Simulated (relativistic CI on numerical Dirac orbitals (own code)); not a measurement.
**Judd-Ofelt analysis for Pr³⁺**

Computed by Dirac-Coulomb-Breit CI, separate exchange-only KLI orbitals for each configuration, a model potential for QED, unscaled Slater integrals (own radial code, finite nucleus).

Configuration 4f2 alone, in intermediate coupling. Take Ω₂ = 2.3, Ω₄ = 2.05, Ω₆ = 3.25 (10⁻²⁰ cm²) and refractive index n = 1.74 as given. A_ED = 64π⁴e²ν³ n(n² + 2)²/[27h(2J + 1)] Σ Ω_λ |U^λ|², in Gaussian units with ν in cm⁻¹, and A_MD is n³ times the free-ion magnetic-dipole rate; a dash marks a rate that is forbidden or under 2 % of the level's free-ion decay.

Emitting level 1S_0 at 61342 cm⁻¹ (radiative decay alone: multiphonon quenching in a host is left out, and the level can lie too high or too low):

```csv
To,ν (cm⁻¹),U² squared,U⁴ squared,U⁶ squared,Free-ion A(M1) (s⁻¹)
3H_4,61342,0.0000,0.0079,0.0000,-
3H_5,59279,0.0000,0.0000,0.0000,-
3H_6,57101,0.0000,0.0000,0.0000,-
3F_2,54855,0.0022,0.0000,0.0000,-
1G_4,53618,0.0000,0.2742,0.0000,-
3F_3,53564,0.0000,0.0000,0.0000,-
3F_4,50793,0.0000,0.2878,0.0000,-
1D_2,39070,0.5313,0.0000,0.0000,-
1I_6,34817,0.0000,0.0000,0.5680,-
3P_0,33263,0.0000,0.0000,0.0000,-
3P_1,32742,0.0000,0.0000,0.0000,9.84
3P_2,31774,0.0375,0.0000,0.0000,-
```

Q: Give the rates, branching ratios and the radiative lifetime.

A: The rates are:

```csv
To,λ (nm),A_ED (s⁻¹),A_MD (s⁻¹),β (%)
3H_4,163,13200,0,1.2
3H_5,169,0,0,0.0
3H_6,175,0,0,0.0
3F_2,182,2910,0,0.3
1G_4,187,306000,0,26.9
3F_3,187,0,0,0.0
3F_4,197,273000,0,24.0
1D_2,256,258000,0,22.6
1I_6,287,275000,0,24.2
3P_0,301,0,0,0.0
3P_1,305,0,51.9,0.0
3P_2,315,9770,0,0.9
```

τ_rad = 8.78e-07 s. Computed level positions enter as ν³, so measured ones would change the rates. For the strongest line (187 nm) and an assumed effective width Δλ = 1 nm (300 cm⁻¹), the Füchtbauer-Ladenburg formula σ = λ⁴A/(8πcn²Δλ) gives a peak emission cross-section of 16 × 10⁻²⁰ cm². The line to 1D_2 has a large U² element and is therefore hypersensitive to the surroundings through Ω₂.
